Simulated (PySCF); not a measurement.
**Field gradients at the hydrogen positions**

Compound: C5H4F2.
Structure used (GFN2-xTB), in Å, numbered top down from 1:
```
atom  x, y, z in Å
C1     3.049    0.258   -0.299
C2     1.888   -0.013   -0.153
C3     0.543   -0.394    0.043
F4     0.375   -1.651    0.523
C5    -0.519    0.367   -0.213
C6    -1.926   -0.087   -0.007
F7    -2.761    0.991    0.135
H8     4.054    0.522   -0.439
H9    -0.378    1.365   -0.595
H10   -2.028   -0.702    0.894
H11   -2.291   -0.653   -0.875
```

Level: PBE0/pcSseg-1 (PySCF, non-relativistic); Q(2H) = 0.00286 b; rigid geometry, the same for H and D, with no vibrational averaging.

Problem. Rank these positions by the coupling χzz of a deuteron there, largest first.
A. H11 (methylene hydrogen)
B. H8 (alkyne hydrogen)
C. H9 (vinylic hydrogen)

Solution. B (264 kHz), C (221 kHz), A (189 kHz).

Problem. What are Vzz, η and χzz (234.96 MHz × Q × Vzz) at all hydrogens?

Solution. 
```json
{"atom": "H8", "bonded to": "C1", "bond length (Å)": "1.049", "Vzz (au)": "0.3935", "η": "0.01", "χzz (kHz)": "264"}
{"atom": "H9", "bonded to": "C5", "bond length (Å)": "1.078", "Vzz (au)": "0.3296", "η": "0.08", "χzz (kHz)": "221"}
{"atom": "H10", "bonded to": "C6", "bond length (Å)": "1.096", "Vzz (au)": "0.2841", "η": "0.07", "χzz (kHz)": "191"}
{"atom": "H11", "bonded to": "C6", "bond length (Å)": "1.099", "Vzz (au)": "0.2814", "η": "0.07", "χzz (kHz)": "189"}
```

Geometry: GFN2-xTB, one conformer, isolated molecule. GFN2-xTB bond lengths can be off by several hundredths of an ångström, more for odd bonds, and the gradients follow them. These gradients aren't converged with respect to the basis.
